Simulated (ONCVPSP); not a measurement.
# Building the ONCV potential for boron (B) (PBE, scalar-relativistic).

B, optimised norm-conserving Vanderbilt (ONCV), made with ONCVPSP 4.0.1 (PBE, scalar-relativistic). Core [He], reference 2s2 2p1. Waves: 2s: rc 1.25 bohr, ncon 3, nbas 7, qcut 5.1 1/bohr, 2 projectors, debl 2.7 Ha; 2p: rc 3.35 bohr, ncon 5, nbas 8, qcut 3.5 1/bohr, 1 projector; d scattering state at 0.05 Ha: rc 2.60 bohr, ncon 5, nbas 9, qcut 4 1/bohr, 2 projectors, debl 1.1 Ha. Local part: polynomial inside 1.15 bohr (lpopt 5, dvloc0 6 Ha). Core correction: none.

* Cutoffs needed: 11 Ha and 27 Ha (the cutoffs (Ha) at which the residual kinetic energy of the hardest occupied pseudo-wave falls to 1 and 0.1 mHa per electron)
* Ghost test: no bound ghost flagged; no localised positive-energy state flagged
* Largest excitation error: +397 meV (all-electron minus pseudo) for 2s1 2p0, out of 4 test configurations
